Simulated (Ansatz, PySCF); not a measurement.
Energy difference R1 + R2 → P1 + P2, each structure at its B3LYP-D3(BJ)/def2-TZVP stationary point, reached from a drawn start (curvature not checked).
R1: SiH4 (SMILES [SiH4]), charge 0, multiplicity 1.
P1, Si2H6 (SMILES [SiH3][SiH3]) (charge 0, multiplicity 1):
```xyz
8

Si    -1.1661     0.1185    -0.0175
Si     1.1661    -0.1185     0.0175
H     -1.7630    -0.8118    -1.0064
H     -1.5367     1.5059    -0.3883
H     -1.7339    -0.1825     1.3192
H      1.5367    -1.5059     0.3883
H      1.7630     0.8118     1.0064
H      1.7339     0.1825    -1.3192
```
R2: H3ISi (SMILES [SiH3]I), charge 0, multiplicity 1.
P2, HI (SMILES I) (charge 0, multiplicity 1, Z-matrix in Å and degrees):
```
I
H 1 1.6155
```

P less R. No zero-point or thermal terms; no spin–orbit coupling.

Frozen-core correlation throughout. In cc and def2 sets filled d and f shells under p-block atoms count as core. CBS(a, b) extrapolates the correlation energy as X⁻³ and adds the Hartree–Fock energy of set b.

Programs: Ansatz (a first-principles code); PySCF for the D3/D4 terms. All values are computed, each at the level named. Elements past Kr take the def2 small-core potentials, without spin–orbit coupling.

PBE/def2-TZVPP gives 16.37 kcal/mol for the reaction energy.

Task: Where do these levels fall relative to PBE: PBE-D3(BJ)/def2-TZVPP, r2SCAN/def2-TZVPP, PBE0/def2-TZVPP, wB97M-V/def2-TZVPP, B2PLYP/def2-TZVPP, MP2/CBS(def2-TZVPP, def2-QZVPP), CCSD(T)/CBS(def2-TZVPP, def2-QZVPP).

Result: PBE-D3(BJ)/def2-TZVPP -0.11; r2SCAN/def2-TZVPP 2.13; PBE0/def2-TZVPP 1.31; wB97M-V/def2-TZVPP 3.60; B2PLYP/def2-TZVPP 3.24; MP2/CBS(def2-TZVPP, def2-QZVPP) 5.32; CCSD(T)/CBS(def2-TZVPP, def2-QZVPP) 3.06 kcal/mol. 6 of 7 lie above PBE; the widest gap is to MP2/CBS(def2-TZVPP, def2-QZVPP).
